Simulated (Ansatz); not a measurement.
System: YI, charge 0, multiplicity 1. SMILES: [Y][I]
Coordinates optimised at B3LYP-D3(BJ)/def2-TZVP (Ansatz, a program for electronic structure):
```xyz
2

Y      0.0000     0.0000    -1.6070
I      0.0000     0.0000     1.1825
```

Computed values are from Ansatz. Valence correlation only, unless marked. UHF or UKS for open shells. Spin-orbit coupling is left out. Frozen are the shells of the preceding noble gas and the d and f shells that filled before the atom's block. Past Kr the def2 sets carry scalar-relativistic core potentials. Basis-set limits of correlation are two-point, X^-3; Hartree-Fock from the larger set.

The Hartree-Fock reference is unstable (checked in the largest basis), which strains HF and MP2. 

Q: What is the dipole moment at CCSD(T)/def2-SVPD?

A: 2.31 D.

Q: What is the vertical ionisation energy (to the doublet) at CCSD(T)/CBS(def2-TZVPPD,def2-QZVPPD)?

A: 6.47 eV.

Q: What is the T1 diagnostic at CCSD/def2-QZVPPD?

A: 0.016.

Q: What is the total energy at CCSD(T)/CBS(def2-TZVPPD,def2-QZVPPD)?

A: -334.8435 Eh.
